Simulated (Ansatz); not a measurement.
The cluster Sb₃. The state is a doublet with charge 0. Geometry r2SCAN-D4/def2-SVP; atoms count from 1.

```xyz
3

Sb    1.225   -0.486    0.969
Sb   -1.235    0.629    0.660
Sb    0.011   -0.143   -1.629
```

In the def2 sets Sb takes a core potential; there is no spin–orbit coupling. The charge 0 doublet is spin-contaminated (final ⟨S²⟩ up to 0.91, 0.75 for a pure state). The structure comes from a short search, and lower isomers may exist.

Q: Estimate the Mulliken populations from the PBE0/def2-TZVP orbitals of Ansatz.

A: 
```
atom  charge (e)  spin (α − β)
 Sb1       -0.02          0.76
 Sb2        0.04         -0.51
 Sb3       -0.02          0.76
```
Mulliken values depend strongly on the basis.

Q: Where does the spin sit?

A: Summed by element: Sb 1.00, of 1 unpaired in all. Largest on single atoms: Sb1 0.76, Sb3 0.76, Sb2 -0.51.

Q: And the Mayer bond orders between heavy atoms (over 0.3)?

A: Sb1–Sb2 1.44 (2.72 Å); Sb1–Sb3 1.10 (2.89 Å); Sb2–Sb3 1.44 (2.72 Å).
